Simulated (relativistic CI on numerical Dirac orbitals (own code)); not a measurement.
**Tl XLV: sensitivity of the levels to the model**

Base calculation: Dirac-Coulomb-Breit CI, KLI orbitals optimised for each configuration, QED by a radiative potential, unscaled Slater integrals.

CI space (outside the closed core [Ar] 3d10): 4s2 4p6 4d, 4s2 4p6 4f, 4s2 4p5 4d2, 4s 4p6 4d2, 4s2 4p5 4d 4f, 4s 4p6 4d 4f, 4s2 4p6 5s, 4s2 4p6 5p, 4s2 4p6 5d, 4p6 4d2 4f, 4s2 4p5 4d 5s, 4s2 4p6 5f, 4s2 4p5 4d 5p, 4s 4p6 4f 5s, 4s2 4p6 5g, 4s 4p6 4d 5s, 4s2 4p5 4d 5d, 4p6 4d3, 4p5 4d4, 4p5 4d3 4f, 4p6 4d 4f2, 4p6 4f3, 4p5 4d2 4f2, 4p5 4d 4f3, 4p6 4f2 5s, 4s 4p6 4f2, 4s 4p5 4f3, 4s 4p6 4f 5p, 4s 4p5 4f2 5p, 4p6 4f2 5p. Double excitations out of closed p, d and f shells are left out; levels of such configurations are missing from the list, as are those of other unlisted configurations, and high levels can miss mixing partners. These lack a partner that the ground configuration has and come out too high: 4s2 4p5 4d 5s, 4s2 4p5 4d 5p, 4s2 4p5 4d 5d, 4s2 4p6 5d, 4s2 4p6 5f.

The lowest level and the first level of each name with at least 55 % of one term (blank where a level has no safe partner in the second run):

| Level | Base (eV) | Shift (eV) |
| --- | --- | --- |
| 4s2 4p6 4d 2D_3/2 | 0.000 | 0.000 |
| 4s2 4p6 4d 2D_5/2 | 31.176 | +0.022 |
| 4s2 4p5 4d2 4D°_1/2 | 179.069 | -2.095 |
| 4s2 4p5 4d2 4G°_9/2 | 209.641 | -1.630 |
| 4s2 4p5 4d2 2H°_11/2 | 214.694 | -1.544 |
| 4s2 4p5 4d2 2G°_9/2 | 224.083 | -1.934 |
| 4s2 4p5 4d2 4G°_11/2 | 240.939 | -1.535 |
| 4s2 4p5 4d2 2P°_1/2 | 245.091 | -1.921 |
| 4s2 4p6 4f 2F°_5/2 | 267.265 | -1.881 |
| 4s2 4p5 4d 4f 4G_5/2 | 419.042 |  |
| 4s2 4p5 4d 4f 4D_1/2 | 430.164 |  |

At this charge energies of transitions that change n are usually good to better than 1 %, and those within a shell (Δn = 0) to a few per cent.

**Question.** One thing was changed in a second run, which moved the levels as shown. Which?
A. only the first 3 configurations
B. QED terms removed
C. Breit term removed

**Answer.** A. Only the first 3 configurations. With fewer configurations the levels that remain lose their mixing partners.

LS names give the leading component of a level, which can be under half, so a name can repeat, a term be missing and a line seem to break the LS rules.
